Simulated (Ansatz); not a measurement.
methanol (CH$_{4}$O), singlet, geometry from GFN2-xTB. Base run: HF/6-31G* (Ansatz, a first-principles code).

The Ansatz input:
Ansatz 0.2 input:
```yaml
crystal:
  periodic: [false, false, false]
  atoms:
    - {symbol: C, position_ang: [-0.05774864, 0.65750333, 0.00623833]}
    - {symbol: O, position_ang: [-0.03498085, -0.74857812, -0.00758921]}
    - {symbol: H, position_ang: [-1.10610419, 0.95010140, 0.00407242]}
    - {symbol: H, position_ang: [0.88017380, -1.04794998, -0.00613415]}
    - {symbol: H, position_ang: [0.42182552, 1.06188832, 0.90433371]}
    - {symbol: H, position_ang: [0.43044352, 1.07956523, -0.87898825]}
basis:
  gaussian:
    orbitals: 6-31G*
hamiltonian:
  xc: hf
```

Variants of this job, named by their change:

```tsv
change	basis functions	E (Eh)
base	38	-115.03494
basis = pcseg-0	…	…
basis = def2-SV(P)	36	-114.93463
basis = cc-pVDZ	48	-115.04929
basis = pcseg-1	48	-115.01224
basis = 6-311++G**	72	-115.07976
basis = def2-SVPD	75	-114.96529
basis = def2-TZVPD	…	…
basis = pcseg-2	116	…
basis = cc-pVTZ	116	…
basis = pc-2	116	-115.09258
basis = cc-pVQZ	230	-115.09888
basis = def2-QZVP	234	-115.10096
```

**Question.** Fill in the missing entries.

**Answer.** 
- basis = pcseg-0, basis functions: 26
- basis = pcseg-0, E (Eh): -114.68757
- basis = def2-TZVPD, basis functions: 113
- basis = def2-TZVPD, E (Eh): -115.09377
- basis = pcseg-2, E (Eh): -115.08956
- basis = cc-pVTZ, E (Eh): -115.08935

Totals compare only among sets that treat the same electrons; sets with core potentials leave the core out.
